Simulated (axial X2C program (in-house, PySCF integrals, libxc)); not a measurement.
## Spin–orbit effects down a group: homonuclear dimers (ions), MP2

Computed with an in-house relativistic program for diatomic molecules, spin-free (one-electron X2C) or two-component (2c: spin–orbit coupling with atomic mean-field Coulomb and Gaunt terms, which also bring small scalar terms), in Dyall basis sets with cores contracted in-house; open shells are unrestricted.

Basis sets: Al dyall-v3z, Ga dyall-cv3z, In dyall-cv3z. Frozen shells (counts by l): Al₂⁺ Al 2s1p, 5 electrons correlated; Ga₂⁺ Ga 3s2p1d, 5 electrons correlated; In₂⁺ In 4s3p2d, 5 electrons correlated. Where the outer core of a metal is frozen, bonds come out longer and ionisation energies lower.

```json
{"molecule": "Al₂⁺", "spin-free state": "M_S = 1/2, Λ = 0", "Re (Å)": "3.236", "ωe (cm⁻¹)": "162.2", "De (eV)": "1.35", "2c state": "Ω = 1/2", "Re 2c (Å)": "3.237", "ωe 2c (cm⁻¹)": "162.2", "De 2c (eV)": "1.34"}
{"molecule": "Ga₂⁺", "spin-free state": "M_S = 1/2, Λ = 0", "Re (Å)": "3.261", "ωe (cm⁻¹)": "96.8", "De (eV)": "1.31", "2c state": "Ω = 1/2", "Re 2c (Å)": "3.263", "ωe 2c (cm⁻¹)": "96.7", "De 2c (eV)": "1.26"}
{"molecule": "In₂⁺", "spin-free state": "M_S = 1/2, Λ = 0", "Re (Å)": "3.610", "ωe (cm⁻¹)": "68.8", "De (eV)": "1.21", "2c state": "Ω = 1/2", "Re 2c (Å)": "3.612", "ωe 2c (cm⁻¹)": "68.7", "De 2c (eV)": "1.06"}
```

(1) Work out the shifts from the spin-free to the two-component result.

Fragments in 2c: Al+ + Al, Ga+ + Ga, In+ + In. Each entry is the lowest single determinant of a limited PBE0 search at one distance. De goes to single-determinant-based atoms at the same level (for ions the charge split of lowest energy) and is withheld (n/a) where an atom does not fit its ground term or J level. Main or longest-lived isotopes.

Results:

(1) 

| molecule | 2c state | ΔRe (Å) | Δωe (cm⁻¹) | ΔDe (eV) |
| --- | --- | --- | --- | --- |
| Al₂⁺ | Ω = 1/2 | 0.001 | 0.0 | -0.01 |
| Ga₂⁺ | Ω = 1/2 | 0.002 | -0.1 | -0.05 |
| In₂⁺ | Ω = 1/2 | 0.002 | -0.1 | -0.15 |

Shifts of one unit in the last digit are rounding.
